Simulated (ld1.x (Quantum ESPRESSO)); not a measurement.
## Varying the ultrasoft potential for gallium

Base potential:

| Quantity | Value |
| --- | --- |
| Element | Ga (Z = 31) |
| Generator | ld1.x (Quantum ESPRESSO) 7.5 |
| Type | ultrasoft |
| Functional | revPBE |
| Relativity | scalar-relativistic |
| Frozen core | [Ne] |
| Valence charge | 21 |
| Reference configuration | 3s2 3p6 3d10 4s2 4p0.5 (charge +0.5) |
| Partial waves | 3s (bound): rcut 0.85, rcutus 1.00 bohr; 4s (bound): rcut 0.85, rcutus 1.00 bohr; 3p (bound): rcut 0.95, rcutus 1.05 bohr; 4p (bound): rcut 0.95, rcutus 1.05 bohr; 3d (bound): rcut 0.80, rcutus 1.05 bohr; 3d channel at -0.9 Ry: rcut 0.80, rcutus 1.05 bohr |
| Local potential | all-electron potential smoothed inside 1.05 bohr (lloc = -2) |
| Core correction | a·sin(br)/r model core inside 0.65 bohr |
| Augmentation charge | PSQ, inside the norm-conserving radii |

Cutoffs, loose and tight: the cutoffs (Ry, on a coarse ladder) from which the occupation-weighted sum of valence levels, in a spherical-Bessel basis at the reference potential, stays within 10 and 1 mRy of its value at 400 Ry. They do not see the model core or the augmentation charge, which bear on the density cutoff. Test errors are all-electron minus pseudo excitation energies from the reference, over the configurations 3s2 3p6 3d10 4s2 4p1; 3s2 3p6 3d10 4s2 4p0; 3s2 3p6 3d10 4s1 4p0; 3s2 3p6 3d10 4s1 4p2; 3s2 3p6 3d10 4s0 4p0; 3s1 3p6 3d10 4s2 4p1; 3s2 3p6 3d10 4s2 4p1.3. A dash means not determined; rows that change the core or the reference have their own tests. The largest error is taken over the tests solved by every variant that gives reliable tests at all: 3s1 3p6 3d10 4s2 4p1; 3s2 3p6 3d10 4s0 4p0; 3s2 3p6 3d10 4s1 4p0; 3s2 3p6 3d10 4s2 4p0; 3s2 3p6 3d10 4s2 4p1.3.

| change | outcome | cutoff, loose | cutoff, tight | bound ghosts | largest test error (meV) |
| --- | --- | --- | --- | --- | --- |
| base | generated | 140 Ry | 230 Ry | none | -46 |
| wave 3d channel at -0.9 Ry: rcut 0.80, rcutus 1.05 bohr becomes 3d channel at -1.54 Ry: rcut 0.80, rcutus 1.05 bohr | generated | 140 Ry | 230 Ry | none | -42 |
| wave 3d channel at -0.9 Ry: rcut 0.80, rcutus 1.05 bohr becomes 3d channel at -1.43 Ry: rcut 0.80, rcutus 1.05 bohr | generated | 140 Ry | 230 Ry | none | -46 |
| wave 3d channel at -0.9 Ry: rcut 0.80, rcutus 1.05 bohr becomes 3d channel at -1.27 Ry: rcut 0.80, rcutus 1.05 bohr | generated | 140 Ry | 230 Ry | none | -47 |
| wave 3d channel at -0.9 Ry: rcut 0.80, rcutus 1.05 bohr becomes 3d channel at -0.94 Ry: rcut 0.80, rcutus 1.05 bohr | generated | 140 Ry | 230 Ry | none | -46 |
| wave 3d channel at -0.9 Ry: rcut 0.80, rcutus 1.05 bohr becomes 3d channel at 0.03 Ry: rcut 0.80, rcutus 1.05 bohr | generated | 140 Ry | 230 Ry | none | -47 |
| wave 3d channel at -0.9 Ry: rcut 0.80, rcutus 1.05 bohr becomes 3d channel at 0.92 Ry: rcut 0.80, rcutus 1.05 bohr | generated | 140 Ry | 230 Ry | none | -48 |

Q: What comes out with this change to the base: wave 3d channel at -0.9 Ry: rcut 0.80, rcutus 1.05 bohr becomes 3d channel at 3.92 Ry: rcut 0.80, rcutus 1.05 bohr?

A: outcome: generated; cutoff, loose: 140 Ry; cutoff, tight: 230 Ry; bound ghosts: none; largest test error (meV): -60.
